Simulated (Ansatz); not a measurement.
Reaction (redistribution): `C=C[Se][Si](F)(F)F` + `Cl[SiH2][GeH3]` → `F[Si](F)(F)[SiH2]Cl` + `C=C[Se][GeH3]`

Program: Ansatz. Geometries: PBE0-D4/def2-TZVP. ΔE: electronic, gas phase. CBS: MP2 limit from def2 TZ/QZ plus the TZ coupled-cluster correction, frozen cores. For Ge, Se outer-core shells are correlated without core-valence functions, which leaves a few kJ/mol of doubt a bond. Scalar relativity is left out up to krypton. One conformer a species, not always the lowest.

`C=C[Se][Si](F)(F)F`:

```xyz
10

C     1.466    0.725   -0.860
C     0.990   -0.505   -0.786
Se   -0.857   -0.945   -1.125
Si   -1.504   -0.238    0.883
F    -3.044   -0.524    1.051
F    -1.278    1.308    1.097
F    -0.739   -0.954    2.060
H     2.518    0.915   -0.673
H     0.837    1.575   -1.098
H     1.614   -1.359   -0.549
```

`Cl[SiH2][GeH3]`:

```xyz
8

Cl   -1.325   -0.986   -2.040
Si   -0.975   -0.641   -0.037
Ge    0.998    0.665    0.193
H    -2.160    0.060    0.515
H    -0.836   -1.959    0.632
H     2.197   -0.085   -0.407
H     1.274    0.939    1.681
H     0.827    2.006   -0.537
```

`F[Si](F)(F)[SiH2]Cl`:

Z-matrix (Å, degrees):
```
Si
F 1 1.579
F 1 1.581 2 107.4
F 1 1.579 2 107.5 3 115.3
Si 1 2.334 2 111.7 3 -121.9
Cl 5 2.051 1 107.7 2 -60.0
H 5 1.481 1 110.1 2 -179.1
H 5 1.481 1 110.1 2 59.1
```

`C=C[Se][GeH3]`:

Z-matrix (Å, degrees):
```
Ge
Se 1 2.353
H 1 1.537 2 110.9
H 1 1.538 2 108.4 3 120.4
H 1 1.534 2 106.4 3 -120.3
C 2 1.905 1 96.4 3 -72.0
C 6 1.324 2 122.9 1 141.0
H 6 1.086 2 115.5 1 -43.1
H 7 1.085 6 120.4 2 175.0
H 7 1.084 6 122.2 2 -4.5
```

| species | CCSD(T)/CBS(def2) energy (Eh) |
| --- | --- |
| `C=C[Se][Si](F)(F)F` | -3067.28576 |
| `Cl[SiH2][GeH3]` | -2828.01436 |
| `F[Si](F)(F)[SiH2]Cl` | -1338.77337 |
| `C=C[Se][GeH3]` | -4556.51530 |

(1) Work out ΔE.

Largest T1 diagnostic among the species: 0.012.

## Answers

(1) ΔE = (-1338.77337) + (-4556.51530) − (-3067.28576) − (-2828.01436) = 0.01145 Eh = +30.1 kJ/mol.

In def2-TZVPP, CCSD(T) changes the Hartree–Fock value by +7.7 kJ/mol (the triples alone add +0.5 kJ/mol) and MP2 by +9.3 kJ/mol. The D4 term adds +3.7 kJ/mol with B3LYP and +2.0 kJ/mol with PBE0; it sums over pairs of atoms, weighted by their polarisabilities, and B3LYP, whose exchange is more repulsive, gets the larger term. From PBE to PBE0 (25 % exact exchange), in def2-TZVPP and without D4, ΔE moves by +3.2 kJ/mol.

B3LYP here is the variant with VWN-RPA as its local correlation; programs differ in this.
